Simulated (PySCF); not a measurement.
PySCF 2.14 output of an unrestricted r2SCAN calculation on a single atom or ion in def2-TZVPPD (6s4p3d1f, 40 functions), with the non-relativistic Hamiltonian (point nucleus):

```
SCF conv_tol = 1e-09
number electrons alpha = 4  beta = 2
    J. W. Furness, A. D. Kaplan, J. Ning, J. P. Perdew, and J. Sun.,  J. Phys. Chem. Lett. 11, 8208-8215 (2020)
    J. W. Furness, A. D. Kaplan, J. Ning, J. P. Perdew, and J. Sun.,  J. Phys. Chem. Lett. 11, 9248-9248 (2020)
    J. W. Furness, A. D. Kaplan, J. Ning, J. P. Perdew, and J. Sun.,  J. Phys. Chem. Lett. 11, 8208-8215 (2020)
    J. W. Furness, A. D. Kaplan, J. Ning, J. P. Perdew, and J. Sun.,  J. Phys. Chem. Lett. 11, 9248-9248 (2020)
cycle= 1 E= -73.2517592210959  delta_E= -0.00363  |g|= 0.0131  |ddm|= 0.0488
cycle= 2 E= -73.2518073979272  delta_E= -4.82e-05  |g|= 0.00173  |ddm|= 0.00513
cycle= 3 E= -73.2518083041659  delta_E= -9.06e-07  |g|= 0.00019  |ddm|= 0.000801
cycle= 4 E= -73.2518083123957  delta_E= -8.23e-09  |g|= 6.68e-06  |ddm|= 0.00012
cycle= 5 E= -73.2518083124101  delta_E= -1.43e-11  |g|= 4.41e-07  |ddm|= 4.03e-06
converged SCF energy = -73.2518083124101  <S^2> = 2.0029623  2S+1 = 3.0019742
```

The run itself started from symmetry-adapted Hartree-Fock orbitals and held the occupation by maximum overlap, on a logarithmic radial grid, so the iterations belong to that start.

Which element, charge and spin multiplicity is this?

O²⁺ (oxygen, charge +2), multiplicity 3; the state was [He] 2s2 2p2, high-spin 3P determinant.
